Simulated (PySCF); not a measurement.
## Electronic structure of Cl⁺ (chlorine, charge +1) at the UHF level

Configuration: [Ne] 3s2 3p4, high-spin 3P determinant. All numbers are calculated (PySCF 2.14, the spin-free X2C one-electron Hamiltonian (Gaussian nucleus), in dyall-av3z).

```
Total energy                                                  : -460.471396 hartree
One-electron energy                                           : -629.2179 hartree
Hartree (Coulomb) energy                                      : 196.1454 hartree
Exchange energy                                               : -27.3988 hartree
⟨S²⟩                                                          : 2.0105
⟨L²⟩                                                          : 2.038
Sum of ⟨r⟩                                                    : 13.32 bohr
Sum of ⟨r²⟩                                                   : 20.59 bohr²
Traceless quadrupole moment −½Σ⟨3z² − r²⟩ along its main axis : -1.41 e·bohr²
Langevin diamagnetic susceptibility                           : -16.3 ×10⁻⁶ cm³/mol
```

```csv
shell,electrons,mean orbital energy (eV),spread (eV),"rms radius, mean of both spins (bohr)"
1s α,1,-2877.6,0,0.105
1s β,1,-2876.9,0,0.105
2s α,1,-303.52,0,0.478
2s β,1,-302.85,0,0.478
2p α,3,-233.00,0.749,0.451
2p β,3,-231.74,0.611,0.451
3s α,1,-43.742,0,1.61
3s β,1,-36.791,0,1.61
3p α,3,-26.345,2.258,1.85
3p β,1,-23.627,0,1.85
```

Densities and radii are taken from the X2C orbitals without a picture-change correction, which distorts them close to the nucleus.

Spin-orbit constants ζ (cm⁻¹) from the X2C one-electron operator on these orbitals: bare nucleus, nucleus screened by l(l+1)(2l+1)/3 electrons, and screened by the Breit-Pauli mean field of the electrons.

| shell | bare | screened nucleus | mean field |
| --- | --- | --- | --- |
| 2p | 10030 | 8849 | 8317 |
| 3p | 784.5 | 692.2 | 642.4 |

To first order the Landé constant is A = -321.2 cm⁻¹, so the lowest level has J = 2 and lies 0.0398 eV below the centre of the term. This holds in LS coupling only.
